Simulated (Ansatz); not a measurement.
Geometry optimisation, Ansatz 0.2.0, RHF/def2-SVP.

input.yaml

```yaml
crystal:
  periodic: [false, false, false]
  atoms:
    - { symbol: Sn, position_ang: [0.245315, 0.382914, -0.277874] }
    - { symbol: H, position_ang: [-0.016544, -0.112512, 2.620393] }
    - { symbol: O, position_ang: [1.744827, -0.150635, -1.390919] }
    - { symbol: H, position_ang: [2.204678, -0.956945, -1.211998] }
    - { symbol: O, position_ang: [-0.938169, 1.451908, -1.385958] }
    - { symbol: H, position_ang: [-1.874858, 1.397672, -1.265026] }
    - { symbol: H, position_ang: [-0.536735, -0.925204, 0.445277] }
    - { symbol: F, position_ang: [0.983152, 1.61272, 0.954761] }
    - { symbol: H, position_ang: [0.314534, 0.515682, 2.649645] }
basis:
  gaussian: { orbitals: def2-SVP }
hamiltonian:
  xc: hf
relax:
  f_tol: 0.03
  max_steps: 50
```

Command:

```bash
$ ansatz run input.yaml --threads 1 --pin off --max-ram 2048MiB --backend cpu --events-out ev --progress --plain --runs-dir out
```

Task: Where does it end, and by what steps?

Result: The run converged. The force dipped under the threshold on the way, but the program's further checks kept it going. After 19 steps the energy has fallen by 0.404 eV; H2 moved furthest, 1.52 Å.

| step | energy less start (eV) | largest force component (eV/Å) | accepted |
| --- | --- | --- | --- |
| 0 | 0.0000 | 1.356 | yes |
| 1 | -0.1289 | 0.229 | yes |
| 2 | -0.1908 | 0.154 | yes |
| 3 | -0.2268 | 0.397 | yes |
| 4 | -0.2452 | 0.703 | yes |
| 5 | -0.2720 | 0.276 | yes |
| 6 | -0.2804 | 0.245 | yes |
| 7 | -0.3173 | 0.231 | yes |
| 8 | -0.3238 | 0.574 | yes |
| 9 | -0.3624 | 0.186 | yes |
| 10 | -0.3892 | 0.228 | yes |
| 11 | -0.4007 | 0.053 | yes |
| 12 | -0.4017 | 0.084 | yes |
| 13 | -0.3551 | 1.524 | no |
| 14 | -0.4035 | 0.036 | yes |
| 15 | -0.3987 | 0.535 | no |
| 16 | -0.4038 | 0.028 | yes |
| 17 | -0.4040 | 0.078 | yes |
| 18 | -0.4042 | 0.047 | yes |
| 19 | -0.4042 | 0.017 | yes |

```xyz
9
Properties=species:S:1:pos:R:3
Sn 0.035 -0.043 -0.606
H 0.183 0.239 4.086
O 1.704 -0.539 -1.452
H 2.230 0.129 -1.867
O -0.954 1.178 -1.746
H -1.042 2.077 -1.464
H -0.812 -1.406 -0.113
F 0.483 1.063 0.898
H 0.300 0.518 3.403
```

Whether the end is a true minimum wasn't checked by a vibrational analysis.

The run took 43 s on 1 thread of Arm Neoverse V2 (shared host), peak memory 0.18 GiB.
